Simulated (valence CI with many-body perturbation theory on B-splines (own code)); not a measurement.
**E1 line list for Br29+**

Method: valence CI with perturbative core correlation (CI+MBPT): four valence electrons over a frozen Dirac-Fock core [He], radial functions for each j: 11 s, 11 p, 9 d, 7 f, 5 g, 2 h, 1 i, with the one-electron correlation potential Σ1, the two-electron term Σ2, the three-electron term Σ3, Breit, model QED; selected CI, second order for the rest (own B-spline code, finite nucleus).

The last digits are not significant, and no measured levels were compared; by estimate large intervals hold to a few tenths of a per cent, small ones and those within an open d or f shell to about a per cent. Among the levels kept, up to 300 cm⁻¹ of a level comes from second order outside the variational space, and about a tenth of that is noise between levels of different J, which matters for small intervals.

Lines 151 to 200 of 251 in falling wavelength, among levels below 2139.8 eV, chosen from the strongest by gf and those to the six lowest levels. Wavelengths and rates use the calculated energies. Electric multipoles are in the length gauge, E1 and E2 with the static RPA response of the core. Weak lines are less certain than strong ones. Lines between different terms over intervals too small for the method are left out, as are lines whose strength nearly cancels. Where a level lies close to another of its J and parity, the split of strength between their lines is uncertain. The highest levels of a list are the least certain.

Levels are named by their leading jj configuration (3d3/2^4 stands for four electrons in 3d with j = 3/2), which in mixed levels can hold well under half, so a name can repeat and another be missing. Letters in brackets count levels of one name in rising energy.

```tsv
λ vac (Å)	Upper	Lower	A (s⁻¹)	S (a.u.) with core polarisation	S without
6.412	(2s^2 2p3/2 3d5/2) J=2	(2s^2 2p3/2^2) J=2	4.29e+13	2.79e-02	2.79e-02
6.405	(2s 2p1/2 2p3/2 3d5/2) J=3 [b]	(2s 2p1/2 2p3/2^2) J=2 [a]	2.91e+13	2.64e-02	2.65e-02
6.397	(2s 2p1/2 2p3/2 3p1/2) J=1 [a]	(2s^2 2p3/2^2) J=2	7.70e+11	2.99e-04	2.99e-04
6.391	(2s^2 2p1/2 3d5/2) J=2	(2s^2 2p1/2 2p3/2) J=1	5.19e+13	3.35e-02	3.35e-02
6.389	(2s^2 2p1/2 3d3/2) J=1	(2s^2 2p1/2 2p3/2) J=1	1.03e+13	3.99e-03	4.00e-03
6.382	(2s^2 2p3/2 3d5/2) J=3	(2s^2 2p3/2^2) J=2	1.03e+14	9.21e-02	9.22e-02
6.379	(2s 2p1/2 2p3/2 3p1/2) J=2 [a]	(2s^2 2p3/2^2) J=2	3.49e+11	2.24e-04	2.24e-04
6.375	(2s^2 2p3/2 3d5/2) J=1	(2s^2 2p3/2^2) J=2	3.36e+12	1.29e-03	1.29e-03
6.370	(2s 2p1/2 2p3/2 3d5/2) J=2 [b]	(2s 2p1/2^2 2p3/2) J=1	8.91e+12	5.68e-03	5.69e-03
6.367	(2s 2p3/2^2 3s) J=3	(2s 2p1/2^2 2p3/2) J=2	4.52e+11	4.03e-04	4.03e-04
6.336	(2s 2p1/2 2p3/2 3d3/2) J=2 [a]	(2s 2p1/2^2 2p3/2) J=2	1.35e+13	8.49e-03	8.50e-03
6.336	(2s 2p1/2 2p3/2 3d3/2) J=1 [a]	(2s 2p1/2^2 2p3/2) J=2	7.43e+12	2.80e-03	2.80e-03
6.336	(2s 2p1/2 2p3/2 3p1/2) J=3	(2s^2 2p3/2^2) J=2	1.94e+12	1.70e-03	1.70e-03
6.335	(2s 2p3/2^2 3s) J=2 [a]	(2s 2p1/2^2 2p3/2) J=2	4.90e+12	3.07e-03	3.08e-03
6.330	(2s 2p1/2 2p3/2 3d3/2) J=3 [a]	(2s 2p1/2^2 2p3/2) J=2	3.03e+13	2.66e-02	2.66e-02
6.315	(2s 2p1/2 2p3/2 3p3/2) J=2 [a]	(2s^2 2p3/2^2) J=2	1.97e+11	1.23e-04	1.23e-04
6.310	(2s 2p1/2^2 3p1/2) J=0	(2s^2 2p1/2 2p3/2) J=1	2.15e+12	2.66e-04	2.66e-04
6.307	(2s 2p1/2^2 3p1/2) J=1	(2s^2 2p1/2 2p3/2) J=1	3.28e+12	1.22e-03	1.22e-03
6.298	(2s 2p1/2 2p3/2 3d5/2) J=2 [a]	(2s 2p1/2^2 2p3/2) J=2	2.13e+12	1.32e-03	1.32e-03
6.292	(2s 2p1/2 2p3/2 3p1/2) J=1 [b]	(2s^2 2p3/2^2) J=0	4.50e+11	1.66e-04	1.66e-04
6.286	(2s 2p1/2 2p3/2 3d5/2) J=3 [a]	(2s 2p1/2^2 2p3/2) J=2	1.92e+13	1.64e-02	1.65e-02
6.275	(2s^2 2p3/2 3d3/2) J=2	(2s^2 2p1/2 2p3/2) J=2	1.92e+13	1.17e-02	1.17e-02
6.275	(2s 2p1/2 2p3/2 3d5/2) J=1 [a]	(2s 2p1/2^2 2p3/2) J=2	3.83e+11	1.40e-04	1.40e-04
6.273	(2s 2p1/2 2p3/2 3p3/2) J=2 [b]	(2s^2 2p3/2^2) J=2	8.29e+11	5.05e-04	5.05e-04
6.267	(2s 2p1/2^2 3p3/2) J=1	(2s^2 2p1/2 2p3/2) J=2	6.35e+11	2.32e-04	2.31e-04
6.267	(2s 2p1/2 2p3/2 3d3/2) J=3 [b]	(2s 2p1/2^2 2p3/2) J=2	2.87e+13	2.44e-02	2.44e-02
6.266	(2s 2p1/2 2p3/2 3d3/2) J=2 [b]	(2s 2p1/2^2 2p3/2) J=2	7.48e+13	4.54e-02	4.54e-02
6.264	(2s 2p1/2 2p3/2 3p3/2) J=1 [b]	(2s^2 2p3/2^2) J=2	1.52e+12	5.54e-04	5.53e-04
6.263	(2s^2 2p3/2 3d3/2) J=3	(2s^2 2p1/2 2p3/2) J=2	6.00e+13	5.10e-02	5.10e-02
6.261	(2s 2p1/2 2p3/2 3d3/2) J=1 [b]	(2s 2p1/2^2 2p3/2) J=2	9.37e+13	3.40e-02	3.41e-02
6.260	(2s 2p1/2 2p3/2 3p3/2) J=3 [b]	(2s^2 2p3/2^2) J=2	1.01e+12	8.56e-04	8.57e-04
6.255	(2s^2 2p3/2 3d3/2) J=1	(2s^2 2p1/2 2p3/2) J=2	1.23e+13	4.45e-03	4.46e-03
6.251	(2s^2 2p1/2 3d3/2) J=1	(2s^2 2p1/2^2) J=0	7.73e+13	2.80e-02	2.80e-02
6.250	(2s^2 2p3/2 3d5/2) J=2	(2s^2 2p1/2 2p3/2) J=2	1.50e+13	9.05e-03	9.07e-03
6.244	(2s^2 2p3/2 3d3/2) J=2	(2s^2 2p1/2 2p3/2) J=1	2.80e+13	1.68e-02	1.68e-02
6.243	(2s 2p1/2 2p3/2 3p1/2) J=1 [c]	(2s^2 2p3/2^2) J=0	3.94e+11	1.42e-04	1.42e-04
6.236	(2s 2p1/2 2p3/2 3p1/2) J=1 [a]	(2s^2 2p1/2 2p3/2) J=2	2.54e+12	9.13e-04	9.13e-04
6.234	(2s 2p1/2 2p3/2 3p1/2) J=2 [c]	(2s^2 2p3/2^2) J=2	1.92e+12	1.15e-03	1.14e-03
6.231	(2s 2p1/2 2p3/2 3d5/2) J=2 [b]	(2s 2p1/2^2 2p3/2) J=2	3.46e+11	2.07e-04	2.07e-04
6.228	(2s 2p3/2^2 3s) J=1 [a]	(2s 2p1/2^2 2p3/2) J=2	3.14e+11	1.12e-04	1.13e-04
6.228	(2s 2p1/2 2p3/2 3d5/2) J=3 [b]	(2s 2p1/2^2 2p3/2) J=2	2.50e+12	2.09e-03	2.09e-03
6.224	(2s^2 2p3/2 3d3/2) J=1	(2s^2 2p1/2 2p3/2) J=1	4.46e+13	1.59e-02	1.59e-02
6.222	(2s^2 2p3/2 3d3/2) J=0	(2s^2 2p1/2 2p3/2) J=1	5.48e+13	6.52e-03	6.53e-03
6.222	(2s^2 2p3/2 3d5/2) J=3	(2s^2 2p1/2 2p3/2) J=2	1.20e+13	9.98e-03	9.99e-03
6.220	(2s^2 2p3/2 3d5/2) J=2	(2s^2 2p1/2 2p3/2) J=1	6.20e+12	3.68e-03	3.69e-03
6.220	(2s 2p1/2 2p3/2 3p1/2) J=1 [b]	(2s^2 2p3/2^2) J=2	1.18e+12	4.19e-04	4.18e-04
6.219	(2s 2p1/2 2p3/2 3p1/2) J=2 [a]	(2s^2 2p1/2 2p3/2) J=2	3.08e+11	1.83e-04	1.83e-04
6.206	(2s 2p1/2 2p3/2 3p3/2) J=1 [d]	(2s^2 2p3/2^2) J=0	7.72e+11	2.73e-04	2.73e-04
6.206	(2s 2p1/2 2p3/2 3p1/2) J=1 [a]	(2s^2 2p1/2 2p3/2) J=1	2.13e+12	7.55e-04	7.54e-04
6.189	(2s 2p1/2 2p3/2 3p1/2) J=2 [a]	(2s^2 2p1/2 2p3/2) J=1	6.06e+12	3.55e-03	3.54e-03
```
